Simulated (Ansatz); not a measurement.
GeH7NSSi (`N[SiH2][GeH2][SH]`). Charge 0, multiplicity 1.

```xyz
11

N    -0.761    1.237   -1.628
Si   -0.624    0.722    0.008
Ge    0.768   -1.205    0.168
S     0.921   -1.774    2.327
H    -0.976    2.199   -1.832
H    -1.148    0.625   -2.328
H    -1.904    0.388    0.701
H     0.020    1.831    0.761
H     2.180   -0.995   -0.414
H     0.157   -2.458   -0.486
H     1.368   -0.571    2.724
```

**Question.** List the harmonic frequencies (cm⁻¹, unscaled) at PBE0-D4/def2-TZVP in Ansatz. (Best estimate.)

**Answer.** Ansatz gave: 38, 72, 138, 145, 214, 334, 354, 374, 402, 504, 604, 676, 682, 791, 809, 850, 872, 917, 951, 1583, 2124, 2141, 2179, 2218, 2712, 3602, 3696.

**Question.** Is this a minimum?

**Answer.** Yes, all 27 modes are real.

**Question.** Give the ideal-gas thermochemistry at 298.15 K and 1 bar (rigid rotor, harmonic oscillator; point group C1, symmetry number 1).

**Answer.** Zero-point energy 179.3 kJ/mol; H(298) − E = 204.7 kJ/mol; entropy 390.1 J/(mol·K), of which translation 171.7, rotation 117.2, vibration 101.2; G(298) − E = 88.4 kJ/mol. Modes under 100 cm⁻¹ are hindered rotations or soft bends, so the harmonic entropy is rough.

**Question.** And at 400, 500, 600, 800 and 1000 K?

**Answer.** 
```json
{"T (K)": "400", "H − E (kJ/mol)": "219.1", "S (J/mol/K)": "431.4", "G − E (kJ/mol)": "46.5"}
{"T (K)": "500", "H − E (kJ/mol)": "234.9", "S (J/mol/K)": "466.7", "G − E (kJ/mol)": "1.6"}
{"T (K)": "600", "H − E (kJ/mol)": "252.1", "S (J/mol/K)": "498.0", "G − E (kJ/mol)": "-46.7"}
{"T (K)": "800", "H − E (kJ/mol)": "289.4", "S (J/mol/K)": "551.6", "G − E (kJ/mol)": "-151.8"}
{"T (K)": "1000", "H − E (kJ/mol)": "329.9", "S (J/mol/K)": "596.6", "G − E (kJ/mol)": "-266.8"}
```

**Question.** Rotational constants (cm⁻¹)?

**Answer.** 0.207, 0.04238, 0.03638.
